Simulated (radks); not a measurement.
Polarisabilities and homonuclear dispersion coefficients (atomic units). Calculated with a radial shooting solver on a logarithmic mesh with Libxc functionals: non-relativistic Kohn-Sham, LB94 model potential, spin-polarised, spherical densities, point nucleus; open shells are filled with parallel spins first. Response by self-consistent Sternheimer equations with the Hartree and adiabatic LDA kernel. "Uncoupled" leaves out the induced potential. Quadrupole and octupole values are given only where no p, d or f shell is open. The Sternheimer factor gamma scales a distant field gradient at the nucleus by 1 - gamma.

species	configuration	alpha1 (bohr^3)	alpha1, uncoupled	alpha2 (bohr^5)	alpha3 (bohr^7)	C6	C8	Sternheimer gamma	recommended alpha1
Ne	[Ne]	2.591	2.982	7.249	40.84	6.104	85.24	-9.41	2.6611 +/- 3e-05
Ne+	[He] 2s2 2p5	1.324	1.571	-	-	2.292	-	-	-
Ne2+	[He] 2s2 2p4	0.8579	1.073	-	-	1.076	-	-	-
Ne3+	[He] 2s2 2p3	0.6902	0.8928	-	-	0.6043	-	-	-
Ne4+	[He] 2s2 2p2	0.5740	0.8368	-	-	0.3641	-	-	-
Ne5+	[He] 2s2 2p1	0.5156	0.8690	-	-	0.2419	-	-	-
Ne6+	[He] 2s2	0.5108	0.9983	0.09813	0.07843	0.1860	0.3233	0.235	-

Recommended values: Schwerdtfeger and Nagle, table of static dipole polarisabilities (2023 update), measured or computed.
